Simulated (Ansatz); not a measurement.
Match the barriers

Saddle point of BH4SeO2F, singlet (BH₂O₂F ([OH][B]([OH])[F]) + H₂Se → BH₃SeO₂ ([OH][B]([OH])[SeH]) + HF; bonds formed: B1–Se6, F2–H5; bonds broken: B1–F2, H5–Se6), PBE0-D4/def2-TZVP structure:

```
9
angstrom
B 0.2718 0.2319 -0.1734
F 0.8718 -1.2285 0.2572
O -0.0421 0.2141 -1.5006
O 1.0588 1.2269 0.3417
H -0.1223 -1.3346 0.8054
Se -1.5237 -0.2932 1.0707
H 0.3901 0.9288 -1.9750
H 1.3254 1.1181 1.2548
H -2.2300 -0.8636 -0.0809
```

Ansatz 0.2.0; basis: def2-TZVPP, with def2-QZVPP for the basis limit; cores frozen in the correlated methods. Filled d shells of the heavier atoms are correlated. The def2 sets are not built for correlating such inner shells, so the correlated values are less sure here. B3LYP uses VWN-RPA correlation. Extrapolation: Hartree–Fock as exp(−7.88 √X), correlation as X^−2.97. Four methods, as single points on the PBE0-D4 structures, gave these electronic barriers from the start structure: 1.155, 1.801, 1.895, 2.800 eV.

Task: The methods were, in alphabetical order, B3LYP-D4, HF, MP2, SPW92. Which gave which? (Judge from chemistry; the calculation decides.)

Result: By the calculation: SPW92 1.155; MP2 1.801; B3LYP-D4 1.895; HF 2.800 eV. For comparison, CCSD(T) at an estimated basis limit (MP2 extrapolated from triple and quadruple zeta, plus CCSD(T) − MP2 in triple zeta) gives 1.911 eV.

T1 diagnostic: at most 0.012.

Labels in which every atom is bracketed show which atoms are joined, not bond orders.

For scale, one of the runs: CCSD(T)/def2-TZVPP, 228 basis functions, launched by `ansatz run in.yaml --threads 8 --pin off --events-out ev --progress --plain --max-ram 19148MiB`. Time: 76 s of wall clock on 8 CPU threads of a Oxide Virtual Turin-like; the host was shared. Peak host memory: 4.4 GiB.
